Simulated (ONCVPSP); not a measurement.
# Before and after: ONCV potential for cobalt

cobalt (Co), optimised norm-conserving Vanderbilt (ONCV), made with ONCVPSP 4.0.1 (LDA (Perdew-Wang 92), scalar-relativistic). Core [Ne], reference 3s2 3p6 3d7.5 4s1.5. Waves: 3s+4s: rc 1.10 bohr, ncon 3, nbas 7, qcut 9.8 1/bohr, 2 projectors; 3p: rc 1.05 bohr, ncon 4, nbas 9, qcut 13 1/bohr, 2 projectors, debl 3.4 Ha; 3d: rc 1.70 bohr, ncon 4, nbas 9, qcut 10.2 1/bohr, 2 projectors, debl 1.2 Ha. Local part: polynomial inside 0.80 bohr (lpopt 4, dvloc0 6 Ha). Core correction: Teter function, fcfact 4, rcfact 1.25.

Change: p: ncon 5, nbas 10.

Cutoffs: the cutoffs (Ha) at which the residual kinetic energy of the hardest occupied pseudo-wave falls to 1 and 0.1 mHa per electron; they do not see the model core or the augmentation charge, which bear on the density cutoff. Errors are all-electron minus pseudo energies relative to the spin-unpolarised reference configuration.

Question: Predict the effect on cutoff, ghosts and configuration errors.

Answer: The potential gets harder (38 Ha and 43 Ha → 38 Ha and 64 Ha); the errors of the 4 common tests hardly move; neither file shows a bound ghost.

```tsv
quantity	base	changed
cutoff, loose	38 Ha	38 Ha
cutoff, tight	43 Ha	64 Ha
loose cutoff by channel	s 37 Ha, p 36 Ha, d 38 Ha	s 37 Ha, p 35 Ha, d 38 Ha
bound ghosts	none	none
GHOST(+) flags under 300 eV	none	none
error for 3s2 3p6 3d7 4s2, meV [ΔE 0.98 eV]	+13	+13
error for 3s2 3p6 3d7 4s1, meV [ΔE 10.27 eV]	+4.1	+4.1
error for 3s2 3p6 3d7 4s0, meV [ΔE 27.35 eV]	-1.4	-1.4
error for 3s2 3p6 3d7 4s0 4p2, meV [ΔE 10.13 eV]	+3.5	+3.4
s: phases at 1.12 bohr within 0.05 rad from the reference energy up to (Ha; the scan ends near 5)	to the end of the scan	to the end of the scan
p: phases at 1.06 bohr within 0.05 rad from the reference energy up to (Ha; the scan ends near 5)	to the end of the scan	to the end of the scan
d: phases at 1.73 bohr within 0.05 rad from the reference energy up to (Ha; the scan ends near 5)	to the end of the scan	to the end of the scan
rms error of d²Exc/dni dnj with the model core, mHa	0.80	0.80
```
